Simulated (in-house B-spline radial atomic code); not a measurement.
Configurations of Ce V (Ce4+), with energies counted from [Kr] 4d10 5s2 5p6. Level of theory: scalar-relativistic (X2C) LDA PW92, spin-polarised, spherical fractional occupations, Fermi nucleus of rms radius 4.8771 fm; calculated with a radial B-spline atomic code at the basis-set limit. Shells without spins written out take the highest spin.

Occupations are held fixed; configurations that lie above the ionisation limit could autoionise.

| configuration | E - E(ref) (eV) | highest orbital | its <r> (bohr) |
| --- | --- | --- | --- |
| [Kr] 4d10 4f(0 up, 1 down) 5s2 5p(3 up, 2 down) | 14.009 | 4f down | 1.011 |
| [Kr] 4d10 5s2 5p(3 up, 2 down) 6s(0 up, 1 down) | 31.214 | 6s down | 3.017 |
| [Kr] 4d10 5s2 5p5 6p1 | 36.811 | 6p up | 3.392 |
| [Kr] 4d10 5s1 5p6 6d1 | 64.069 | 6d up | 4.251 |
| [Kr] 4d10 5s1 5p6 6f1 | 71.572 | 6f up | 6.015 |
| [Kr] 4d9 4f1 5s2 5p6 | 106.04 | 4f up | 0.9415 |
| [Kr] 4d9 5s2 5p6 6s1 | 129.9 | 6s up | 2.965 |

Order these further configurations by energy, lowest first.
A. [Kr] 4d10 4f1 5s2 5p5
B. [Kr] 4d10 5s2 5p(3 up, 2 down) 6d(0 up, 1 down)
C. [Ar] 3d9 4s2 4p6 4d10 5s2 5p6 6p1
D. [Ar] 3d(5 up, 4 down) 4s2 4p6 4d10 5s2 5p6 6s(1 up, 0 down)
E. [Kr] 4d10 5s2 5p5 6d1

A (13.626 eV), E (44.742 eV), B (44.852 eV), D (908.37 eV), C (914.28 eV).

How far above the reference does [Kr] 4d10 5s2 5p5 5d1 lie?

24.194 eV; its least bound orbital is 5d up with <r> = 2.083 bohr.

How far above the reference does [Ar] 3d10 4s2 4p5 4d10 5s2 5p6 6f1 lie?

252.98 eV; its least bound orbital is 6f up with <r> = 5.924 bohr.
